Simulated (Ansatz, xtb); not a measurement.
**Two structures of CH3FO2SW**

We compare I, a singlet given by its coordinates, with II, a triplet given by its coordinates. Both are isolated molecules in the gas phase, relaxed with PBE0-D4/def2-SVP.

I (Å):

```xyz
9

C     1.9177   -1.0314    1.6232
F    -1.6116    1.0133   -0.1587
O     0.6884   -0.4308    1.3161
O    -0.9499    1.5094    2.6519
S     1.1101    2.6761    0.6616
W    -0.2776    1.1261    1.1419
H     2.7474   -0.4061    1.2557
H     1.9591   -2.0173    1.1372
H     2.0102   -1.1613    2.7126
```

Close contacts (Å): C1–O3 1.40, F2–W6 1.87, O3–W6 1.84, O4–W6 1.70, S5–W6 2.14, C1–H7 1.10, C1–H8 1.10, C1–H9 1.10.

II (Å):

```
atom    x (Å)    y (Å)    z (Å)
   C   1.9388  -1.1256   1.6321
   F  -1.1432   1.0997  -0.3654
   O   0.7408  -0.4036   1.6970
   O  -1.1406   1.6472   2.7159
   S   0.7545   2.9674   0.4631
   W  -0.3238   1.0682   1.3508
   H   2.6974  -0.5748   1.0533
   H   1.7517  -2.0950   1.1451
   H   2.3182  -1.3055   2.6496
```

Close contacts (Å): C1–O3 1.40, F2–W6 1.90, O3–W6 1.85, O4–W6 1.69, S5–W6 2.36, C1–H7 1.10, C1–H8 1.10, C1–H9 1.10.

**Question.** Which of the two would you expect CCSD(T)/def2-SVP electronic energies to favour?

**Answer.** Structure I; the calculation gives E(II) − E(I) = +58.3 kcal/mol.

Level by level:

```json
{"level": "PBE0-D4/def2-SVP", "geometry": "PBE0-D4/def2-SVP", "E(II) − E(I) (kcal/mol)": "+55.8", "departure from the last row (kcal/mol)": "−2.6", "job, with rough time for the two": "optimisation, 4.3 min"}
{"level": "HF/def2-SVP", "geometry": "PBE0-D4/def2-SVP", "E(II) − E(I) (kcal/mol)": "+21.5", "departure from the last row (kcal/mol)": "−36.8", "job, with rough time for the two": "part of the CCSD(T) run"}
{"level": "MP2/def2-SVP", "geometry": "PBE0-D4/def2-SVP", "E(II) − E(I) (kcal/mol)": "+74.5", "departure from the last row (kcal/mol)": "+16.2", "job, with rough time for the two": "part of the CCSD(T) run"}
{"level": "CCSD(T)/def2-SVP", "geometry": "PBE0-D4/def2-SVP", "E(II) − E(I) (kcal/mol)": "+58.3", "departure from the last row (kcal/mol)": "", "job, with rough time for the two": "single point, 1.8 min"}
```

None of the levels shown reverses the order. The largest departure from CCSD(T)/def2-SVP is that of HF/def2-SVP, 36.8 kcal/mol. Levels run at GFN2-xTB geometries aren't shown.

With thermal terms from frequencies at re-optimised GFN2-xTB minima (ideal gas, soft modes damped towards free rotors, one conformer each, 298.15 K, 1 atm): on the last row, ΔE + ΔZPE = +58.0, ΔH = +58.2, ΔG = +57.9 kcal/mol.

The T1 diagnostic of structure I is large, so the coupled-cluster value is less sure. Open shells are spin-unrestricted. The correlated steps freeze 9 core orbitals. Atoms past krypton carry core potentials in the def2 sets and no spin–orbit term is included. ΔG holds the spin degeneracy. Run with Ansatz 0.2.0, xtb 6.7.1; the last row on 2 threads of Intel(R) Xeon(R) 6975P-C (Granite Rapids) on a shared host.
